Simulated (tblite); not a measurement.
C3H12Si4.
Geometry (GFN2-xTB, Å), atoms numbered from 1 in this order:
```
atom  x, y, z in Å
Si1   -3.0889   -0.8505   -0.0150
Si2   -1.1561   -0.6582   -1.2651
C3    -0.0385    0.7513   -0.5905
C4     0.1516    0.5066    0.8666
C5     1.3036    0.1357    1.4230
Si6    2.8268    0.0307    0.3260
Si7    1.6679    0.8913   -1.4674
H8    -2.8802   -1.5961    1.2301
H9    -4.1614   -1.5402   -0.7371
H10   -3.6383    0.4515    0.3835
H11   -0.3440   -1.8858   -1.2415
H12   -1.4078   -0.3530   -2.6815
H13   -0.6146    1.6748   -0.7134
H14   -0.7448    0.6130    1.4747
H15    1.3377   -0.0661    2.4847
H16    3.3089   -1.3546    0.2231
H17    3.9302    0.8105    0.9050
H18    1.8894    2.2983   -1.8329
H19    1.6489    0.1501   -2.7341
```

Method: GFN2-xTB as coded in tblite; computed harmonic values from a numerical Hessian at the method's own geometry, unscaled. Errors from tens to a few hundred cm⁻¹ against measured bands are possible. Modes of hydrogen on silicon can be 10 to 20 % off. One conformer, not necessarily the lowest.

Harmonic wavenumbers (cm⁻¹): 33.5, 50.4, 70.4, 90.0, 171.0, 178.2, 305.0, 338.6, 350.7, 385.3, 432.1, 444.9, 470.1, 472.7, 476.6, 518.0, 531.7, 562.5, 576.1, 586.7, 637.0, 671.1, 678.2, 731.4, 774.3, 782.2, 803.2, 814.2, 820.5, 822.7, 830.5, 843.2, 929.6, 1008.3, 1066.5, 1147.6, 1224.4, 1328.8, 1628.6, 2165.7, 2168.2, 2182.9, 2186.9, 2191.0, 2205.5, 2213.2, 2230.4, 2235.2, 2900.9, 2966.9, 3049.3.

A = 2428, B = 645.5, C = 560.8 MHz; mass 160.002 u (most abundant isotopes); point group C1, symmetry number 1.

What is the zero-point energy?

Half the sum of the wavenumbers: 26641 cm⁻¹ = 318.70 kJ/mol.

Give the ideal-gas entropy at 500 K and 1 bar in the rigid-rotor, harmonic-oscillator model (classical rotation).

Translation 182.90, rotation 133.15, vibration 265.68: S = 581.7 J/(mol K).

And Cp and H(500 K) − H(0)?

Cp = 280.67 J/(mol K), of which vibrations give 247.41 (their classical limit is 51 R = 424.0); H(500 K) − H(0) = 84.21 kJ/mol without the zero-point energy, 67.58 from vibrations.

What must be added to the electronic energy to get the Gibbs energy at 500 K and 1 bar?

ZPE + [H(500 K) − H(0)] − T·S = 318.70 + 84.21 − 290.86 = 112.05 kJ/mol.

How do the functions run with temperature in this model?

```
 T (K)  S (J/(mol K))  Cp (J/(mol K))  H − H(0) (kJ/mol)  G − H(0) (kJ/mol)  ln q(vib)
    50          261.1            61.8               2.34             -10.72       0.98
   100          310.6            84.0               5.97             -25.09       2.60
298.15          456.4           203.4              34.59            -101.47       8.99
373.15          505.8           237.6              51.18            -137.58      11.50
   750          707.0           336.6             161.94            -368.34      23.43
  1000          809.1           372.1             250.85            -558.26      30.36
```

q(vib) and H(0) count from the zero-point level.

Blend soft modes into free rotors: weight 1/[1 + (100 cm⁻¹/ν̃)⁴] for the oscillator and the rest for a rotor with moment μB/(μ + B), μ = h/(8π²ν), B = 10⁻⁴⁴ kg m². What vibrational entropy results?

241.36 J/(mol K) in place of 265.68, which changes −T·S at 500 K by +12.16 kJ/mol.

Hindered rotation and anharmonicity are outside this model. Other conformers, if any are populated, would add a mixing term that is left out. The structure is chiral; the term R ln 2 for an equal mix with its mirror image is left out.
